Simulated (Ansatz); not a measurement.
`C[O][K]` + H₂S → `[SH][K]` + CH₃OH at 400 K and 1 bar (ligand exchange at a K–O bond).

Computed with Ansatz on PBE0-D4/def2-TZVP structures; ΔE is electronic, products minus reactants. CCSD(T)/CBS adds triple-zeta CCSD(T) − MP2 to the extrapolated MP2 energy (def2 sets, frozen cores). This one scheme is used for every species. For K outer-core shells are correlated without core-valence functions, which leaves a few kJ/mol of doubt a bond. Scalar relativity is left out up to krypton.

| species | CCSD(T)/CBS energy (Eh) | H − E (kJ/mol) | S (J/(mol·K)) |
| --- | --- | --- | --- |
| `C[O][K]` | -714.47647 | 123.8 | 297.5 |
| H₂S | -398.97279 | 53.4 | 215.9 |
| `[SH][K]` | -997.85519 | 36.6 | 282.1 |
| CH₃OH | -115.61712 | 151.2 | 252.6 |

H − E and S are ideal-gas, rigid-rotor, harmonic terms from PBE0-D4/def2-TZVP. 1 Eh = 2625.50 kJ/mol, R = 8.31446 J/(mol·K).

**Question.** By hand: ΔE, ΔH, ΔS and ΔG.

**Answer.** ΔE = (-997.85519) + (-115.61712) − (-714.47647) − (-398.97279) = -0.02305 Eh = -60.5 kJ/mol. Δ(H − E) = 36.6 + 151.2 − 123.8 − 53.4 = 10.6, so ΔH = -49.9 kJ/mol. ΔS = 282.1 + 252.6 − 297.5 − 215.9 = 21.3 J/(mol·K). ΔG = -49.9 − 400 × (21.3)/1000 = -58.4 kJ/mol.

**Question.** By hand: the equilibrium constant, and the temperature at which ΔG would vanish if ΔH and ΔS stayed fixed.

**Answer.** log₁₀ K = −ΔG/(RT ln 10) = 7.6. ΔH and −TΔS have one sign here, so there is no such temperature.

ΔH outweighs TΔS. A doubt of 5 kJ/mol in ΔE shifts log₁₀ K by 0.7 here. These are equilibria of isolated gas molecules and say nothing of rates. Largest T1 diagnostic: 0.012 (customary marks: 0.02 for closed shells, 0.045 for open ones).
